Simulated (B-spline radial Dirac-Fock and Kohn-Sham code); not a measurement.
What relativity does to the binding energies of Pb⁴⁺

System: the Pb⁴⁺ ion, 1s2 2s2 2p6 3s2 3p6 3d10 4s2 4p6 4d10 4f14 5s2 5p6 5d10.

Both columns are ΔSCF binding energies of the configuration average from an atomic code on a B-spline grid: non-relativistic Hartree-Fock with a point nucleus, and Dirac-Fock with a finite nucleus and the Coulomb interaction alone, averaged over the two j levels with weights 2j+1.

| shell | Hartree-Fock (eV) | Dirac-Fock (eV) | shift (eV) | shift (%) |
| --- | --- | --- | --- | --- |
| 1s | 79561.2 | 88544.7 | +8983.51 | +11.29 |
| 2s | 13556.1 | 15982.3 | +2426.21 | +17.90 |
| 2p | 13032.3 | 13854.3 | +822.09 | +6.31 |
| 3s | 3310.4 | 3921.9 | +611.51 | +18.47 |
| 3p | 3061.4 | 3293.9 | +232.47 | +7.59 |
| 3d | 2601.7 | 2580.2 | -21.51 | -0.83 |
| 4s | 795.8 | 953.1 | +157.29 | +19.76 |
| 4p | 685.6 | 742.3 | +56.72 | +8.27 |
| 4d | 483.2 | 476.6 | -6.62 | -1.37 |
| 4f | 207.2 | 188.9 | -18.31 | -8.84 |
| 5s | 173.6 | 204.8 | +31.23 | +17.98 |
| 5p | 134.8 | 144.1 | +9.22 | +6.84 |
| 5d | 70.17 | 68.33 | -1.83 | -2.61 |

Relativity binds 1s, 2s, 2p, 3s, 3p, 4s, 4p, 5s, 5p more strongly, among those listed most of all 4s in relative terms, and 3d, 4d, 4f, 5d more weakly, because the contracted s and p shells screen the nucleus better.

Values without a named source are computed, but for edge energies of neutral atoms, which are taken from tables.
